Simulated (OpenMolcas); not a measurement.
Multiconfigurational calculation on N+

Input:

```
&GATEWAY
Coord
1

N 0.0 0.0 0.0
Basis=ANO-RCC-VQZP
Group=XYZ
NoMove
AngMom=0.0 0.0 0.0
AMFI
&SEWARD
&RASSCF
FileOrb=start.orb
Symmetry=1
Spin=3
nActEl=2 0 1
Inactive=2 0
Ras2=0 3
Ras3=6 0
CIRoot=3 3 1
SDav=3
CIMx=300
Iter=120 100
PrWF=0.3
OrbListing=Nothing
MaxOrb=0
Thrs=2.0e-7 1.0e-1 5.0e-4
Atom
>>> COPY $Project.JobIph JOB001
&RASSCF
FileOrb=start.orb
Symmetry=1
Spin=1
nActEl=2 0 1
Inactive=2 0
Ras2=0 3
Ras3=6 0
CIRoot=6 6 1
SDav=6
CIMx=300
Iter=120 100
PrWF=0.3
OrbListing=Nothing
MaxOrb=0
Thrs=2.0e-7 1.0e-1 5.0e-4
Atom
>>> COPY $Project.JobIph JOB002
&RASSCF
FileOrb=start.orb
Symmetry=2
Spin=3
nActEl=2 0 1
Inactive=2 0
Ras2=0 3
Ras3=6 0
CIRoot=15 15 1
SDav=18
CIMx=300
Iter=120 100
PrWF=0.3
OrbListing=Nothing
MaxOrb=0
Thrs=2.0e-7 1.0e-1 5.0e-4
Atom
>>> COPY $Project.JobIph JOB003
&RASSCF
FileOrb=start.orb
Symmetry=2
Spin=1
nActEl=2 0 1
Inactive=2 0
Ras2=0 3
Ras3=6 0
CIRoot=8 8 1
SDav=18
CIMx=300
Iter=120 100
PrWF=0.3
OrbListing=Nothing
MaxOrb=0
Thrs=2.0e-7 1.0e-1 5.0e-4
Atom
>>> COPY $Project.JobIph JOB004
&RASSI
NrOfJobIphs=4 3 6 15 8
1 2 3
1 2 3 4 5 6
1 2 3 4 5 6 7 8 9 10 11 12 13 14 15
1 2 3 4 5 6 7 8
IphNames
JOB001
JOB002
JOB003
JOB004
EJob
SpinOrbit
DIPRint=1.0
SOCoupling=1000.0
Subsets=2
MEES
Property=10
'ANGMOM' 1 'ANGMOM' 2 'ANGMOM' 3 'MLTPL  1' 1 'MLTPL  1' 2 'MLTPL  1' 3
'AMFI' 1 'AMFI' 2 'AMFI' 3 'MLTPL  2' 6
SOProperty=3
'ANGMOM' 1 'ANGMOM' 2 'ANGMOM' 3
```

A driver script runs the steps one by one and writes start.orb anew before each from the orbitals found so far.

Output, cut to the results:

```
--- SEWARD ---
Basis set label: N.ANO-RCC...5S4P3D2F1G.

      Electronic valence basis set:
      ------------------
      Associated Effective Charge   7.000000 au
      Associated Actual Charge      7.000000 au
      Nuclear Model: Point charge

      Shell  nPrim  nBasis  Cartesian Spherical Contaminant
         s      14       5        X
         p       9       4        X
         d       4       3                 X
         f       3       2                 X
         g       2       1                 X
                  Relativistic Douglas-Kroll-Hess integrals:
                    - DKH order of Hamiltonian: 2
                    - DKH order of Properties : 0
                  Atomic mean-field integrals
--- RASSCF ---
Wave function specifications:
      -----------------------------

      Number of closed shell electrons           4
      Number of electrons in active shells       2
      Max number of holes in RAS1 space          0
      Max nr of electrons in RAS3 space          1
      Number of inactive orbitals                2
      Number of active orbitals                  9
      Number of secondary orbitals              44
      Spin quantum number                      1.0
      State symmetry                             1
Orbital specifications:
      -----------------------

      Symmetry species                           1   2
                                                ag  au
      Frozen orbitals                            0   0
      Inactive orbitals                          2   0
      Active orbitals                            6   3
      RAS1 orbitals                              0   0
      RAS2 orbitals                              0   3
      RAS3 orbitals                              6   0
      Secondary orbitals                        21  23
      Deleted orbitals                           0   0
      Number of basis functions                 29  26
      Number of CSFs                             3
      Number of root(s) required                 3
      Iter CI   SX   CI       RASSCF       Energy    max ROT     max BLB   max BLB  Level Ln srch  Step   QN
          iter iter root      energy       change     param      element    value   shift minimum  type update
 Nr of preliminary CI iterations:   1
 ###############################################################################
 ###############################################################################
 ###                                                                         ###
 ###                                                                         ###
 ###    WARNING: Problems in orbital optimization.                           ###
 ###                                                                         ###
 ###                                                                         ###
 ###############################################################################
 ###############################################################################
  Warning: In symmetry  1, orbital p=   3 has diagonal density matrix element D(p,p) close to zero. D(p,p)=  0.000000E+00
  Warning: In symmetry  1, orbital p=   4 has diagonal density matrix element D(p,p) close to zero. D(p,p)=  0.000000E+00
        ...
  Warning: In symmetry  1, orbital p=   6 has diagonal density matrix element D(p,p) close to zero. D(p,p)=  0.000000E+00
  Warning: In symmetry  1, orbital p=   7 has diagonal density matrix element D(p,p) close to zero. D(p,p)=  0.000000E+00
  Warning: In symmetry  1, orbital p=   8 has diagonal density matrix element D(p,p) close to zero. D(p,p)=  0.000000E+00
        4   1    3    0   -53.91732964   -2.07E-11   4.16E-07    2   9 1 -2.10E-06   0.50   0.00    SX    NO
      Convergence after  4 iterations
        5   1    3    0   -53.91732964   -2.49E-12   4.16E-07    2   9 1 -7.92E-07   0.50   0.00    SX    NO
      Natural orbitals and occupation numbers for root  1
      sym 1:   0.000000   0.000000   0.000000   0.000000   0.000000   0.000000
      sym 2:   0.000000   1.000000   1.000000
      Natural orbitals and occupation numbers for root  2
      sym 1:   0.000000   0.000000   0.000000   0.000000   0.000000   0.000000
      sym 2:   1.000000   1.000000   0.000000
      Natural orbitals and occupation numbers for root  3
      sym 1:   0.000000   0.000000   0.000000   0.000000   0.000000   0.000000
      sym 2:   1.000000   0.000000   1.000000
::    RASSCF root number  1 Total energy:    -53.91732964
...
--- RASSI ---
SPIN-FREE ENERGIES:
  (Shifted by EMIN (a.u.) =        -53.9173296375)

 SF State       Relative EMIN(au)   Rel lowest level(eV)    D:o, cm**(-1)      L_eff

     1             0.0000000000        0.0000000000              0.0000         1.0
     2             0.0000000000        0.0000000000              0.0000         1.0
     3             0.0000000000        0.0000000000              0.0000         1.0
     4             0.0806680139        2.1950884841          17704.5826         2.0
     5             0.0806680139        2.1950884841          17704.5826         2.0
     6             0.0806680139        2.1950884841          17704.5826         2.0
     7             0.0806680139        2.1950884841          17704.5826         2.0
     8             0.0806680139        2.1950884841          17704.5826         2.0
     9             0.1993962766        5.4258490994          43762.4243         0.0
    10             0.6941323604       18.8883037648         152344.4439         1.0
    11             0.6941323604       18.8883037648         152344.4439         1.0
    12             0.6941323604       18.8883037648         152344.4439         1.0
    25             0.7128287369       19.3970580874         156447.8243         1.0
    26             0.7128287369       19.3970580874         156447.8243         1.0
    27             0.7128287369       19.3970580874         156447.8243         1.0
    28             1.0458650287       28.4594372565         229540.8416         2.0
    29             1.0458650287       28.4594372565         229540.8416         2.0
    30             1.0458650287       28.4594372565         229540.8416         2.0
    31             1.0458650287       28.4594372565         229540.8416         2.0
    32             1.0458650287       28.4594372565         229540.8416         2.0
    13             1.0489155677       28.5424466512         230210.3575         3.0
...
```

Levels above the lowest, from the spin-orbit matrix, grouped by J:

| Configuration | Term | J | E (cm⁻¹) | Measured (cm⁻¹) | Term weight % |
| --- | --- | --- | --- | --- | --- |
| 2s² 2p² | ³P | 0 | 0.0 | 0.0 | 100 |
| 2s² 2p² | ³P | 1 | 47.7 | 48.7 | 100 |
| 2s² 2p² | ³P | 2 | 142 | 131 | 100 |
| 2s² 2p² | ¹D | 2 | 17800 | 15316 | 100 |
| 2s² 2p² | ¹S | 0 | 43858 | 32689 | 100 |
| 2s² 2p 3s | ³P° | 0 | 152328 | 148909 | 100 |
| 2s² 2p 3s | ³P° | 1 | 152382 | 148940 | 100 |
| 2s² 2p 3s | ³P° | 2 | 152495 | 149077 | 100 |
| 2s² 2p 3s | ¹P° | 1 | 156544 | 149188 | 100 |

Against the 8 measured excited levels shown (NIST Handbook of Basic Atomic Spectroscopic Data) the mean absolute deviation is 3900 cm-1; the largest miss in energy is 2s² 2p² ¹S₀: computed 43858, measured 32689 cm⁻¹ (+34.2 %).

Without dynamic correlation excited terms often stand tens of per cent too high (terms of higher spin than the ground term too low), and those without a measured partner can miss by more than the paired ones. ANO sets are built for valence states and can reach diffuse excited orbitals poorly. With the s shell closed, the reference lacks s² → p² mixing. Measured partners are found by configuration, term and J. A level has none where our copy of the source lacks it or the pairing is in doubt (some pairs that miss far off the trend of their configuration count as doubtful), and it then counts in no deviation. Only configurations of the active space appear. The first state left out of the spin-orbit step lies near 240000 cm-1 above the lowest spin-free state of the reference (among the parities and spins computed), and the list stops at four fifths of that energy or lower.

The term weight is that of the spin-free term in the level, not the purity of its configuration. ° marks odd parity.
